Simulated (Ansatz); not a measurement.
Cartesian coordinates (Å):
SMILES: [F][Sn]([F])([F])[F]
```xyz
5

F      1.8437    -0.4014    -0.1055
Sn     0.0000     0.0000     0.0000
F     -0.2715     1.8255    -0.4065
F     -0.6230    -0.3555     1.7484
F     -0.9491    -1.0686    -1.2364
```
Charge 0, multiplicity 1.

These are Ansatz (a first-principles code) with frozen-core CCSD(T)/def2-TZVPP // B3LYP-D3(BJ)/def2-TZVP values and carry that method's errors.

| Property | Result |
|---|---|
| HF energy | -611.40139 Ha |
| MP2 correlation energy | -1.31446 Ha |

Estimate the CCSD correlation energy, the (T) correction, the total energy and the T1 diagnostic.


```json
{
 "CCSD correlation energy": "-1.29976 Ha",
 "(T) correction": "-0.03902 Ha",
 "CCSD(T) total energy": "-612.74017 Ha",
 "T1 diagnostic": "0.015"
}
```
